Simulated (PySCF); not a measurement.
A calculated (UHF, PySCF 2.14, def2-TZVP, the non-relativistic Hamiltonian (point nucleus)) atom or ion has these occupied shells.

| shell | electrons | orbital energy (eV) | rms radius, mean of both spins (bohr) |
| --- | --- | --- | --- |
| 1s α | 1 | -2515.6 | 0.113 |
| 1s β | 1 | -2514.7 | 0.113 |
| 2s α | 1 | -256.96 | 0.518 |
| 2s β | 1 | -256.09 | 0.518 |
| 2p α | 3 | -194.10 | 0.492 |
| 2p β | 3 | -192.48 | 0.492 |
| 3s α | 1 | -38.437 | 1.79 |
| 3s β | 1 | -29.057 | 1.79 |
| 3p α | 3 | -23.464 | 2.04 |

Q: Name the element and its charge.

A: S⁺ (sulfur, charge +1), in [Ne] 3s2 3p3, high-spin 4S determinant.
